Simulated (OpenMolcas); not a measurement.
# Cr3+ in a point-charge field

Cr3+ among 6 point charges of -2 e arranged as a trigonal antiprism (D3d), 1.78 Å from the ion, with a polar angle of 69.5° against the regular 54.74°.

```
Program             : OpenMolcas
Method              : CASSCF
Basis               : ANO-RCC-VDZP [5s4p2d1f]
Scalar Hamiltonian  : DKH2, point nucleus
Active space        : 3 electrons in 5 orbitals (3d)
State averaging     : 2S+1 = 4 even, 10 roots; 2S+1 = 2 even, 40 roots
Spin-orbit coupling : RASSI with atomic mean-field integrals over the reference wave functions
```

The lowest spin-free states (labels of D3, the rotations of D3d), above the lowest:

| State | Degeneracy | E (cm-1) | Free-ion L (%) |
| --- | --- | --- | --- |
| 4A2 | 1 | 0.0 | F (79) |
| 4A1 | 1 | 7019 | F (100) |
| 4A2 | 1 | 11684 | F (70) |
| 4E | 2 | 11811 | F (85) |
| 2E | 2 | 14208 | H (36) |
| 2A2 | 1 | 15641 | H (60) |
| 4E | 2 | 17867 | F (96) |
| 2E | 2 | 19502 | D (32) |
| 2E | 2 | 20550 | H (37) |
| 2A1 | 1 | 24372 | G (78) |
| 2A1 | 1 | 24834 | G (80) |
| 2E | 2 | 26386 | D (31) |
| 2A2 | 1 | 27340 | G (48) |
| 4A2 | 1 | 27651 | F (52) |
| 2E | 2 | 29315 | G (28) |
| 2A1 | 1 | 32799 | H (54) |
| 2A2 | 1 | 34084 | H (64) |
| 2E | 2 | 35928 | G (35) |
| 2E | 2 | 37139 | G (38) |
| 2E | 2 | 39281 | G (37) |

The lowest levels with spin-orbit coupling:

| E (cm-1) | Degeneracy | Label | 2S+1 | g |
| --- | --- | --- | --- | --- |
| 0.0 | 2 | E3/2 | 4 | 0.00 0.00 5.67 |
| 10.2 | 2 | E1/2 | 4 | 1.89 3.91 3.91 |
| 7018 | 2 | E3/2 | 4 | 0.00 0.00 5.67 |
| 7032 | 2 | E1/2 | 4 | 1.89 3.95 3.95 |
| 11537 | 2 | E1/2 | 4 | 2.47 2.86 2.86 |
| 11652 | 2 | E3/2 | 4 | 0.00 0.00 6.02 |
| 11711 | 2 | E1/2 | 4 | 2.43 3.20 3.20 |
| 11890 | 2 | E1/2 | 4 | 1.31 4.32 4.32 |
| 11926 | 2 | E3/2 | 4 | 0.00 0.00 4.45 |
| 11964 | 2 | E1/2 | 4 | 0.00 0.00 7.78 |
| 14212 | 2 | E1/2 | 2 | 0.72 0.72 1.71 |
| 14217 | 2 | E3/2 | 2 | 0.00 0.00 1.88 |
| 15663 | 2 | E1/2 | 2 | 1.85 2.68 2.68 |
| 17592 | 2 | E1/2 | 4 | 0.00 0.00 2.31 |
| 17793 | 2 | E3/2 | 4 | 0.00 0.00 1.71 |
| 17992 | 2 | E1/2 | 4 | 0.25 0.25 5.69 |
| 18186 | 2 | E1/2 | 4 | 0.23 0.23 9.69 |
| 19422 | 2 | E3/2 | 2 | 0.00 0.00 0.44 |
| 19687 | 2 | E1/2 | 2 | 0.01 0.01 4.05 |
| 20569 | 2 | E3/2 | 2 | 0.00 0.00 0.55 |

Powder χT (cm3 K/mol): 1.2 at 2 K, 1.63 at 10 K, 1.75 at 50 K, 1.77 at 100 K, 1.79 at 200 K, 1.81 at 300 K. The effective moment at 300 K is 2.828 √(χT) = 3.80 μB.

The lowest level has 2S+1 = 4, for which the spin-only value is χT = S(S+1) / 2 = 1.875 cm3 K/mol (g = 2). The computed 1.805 at 300 K differs by -0.070, through orbital momentum, spin-orbit coupling and any other state in reach.

Without dynamic correlation the repulsion within the d shell is too large (B by tens of per cent), so at a given field states of lower spin stand too high. Point charges carry no covalency, so the field is a model and not that of real ligands. No measured value stands beside these numbers.
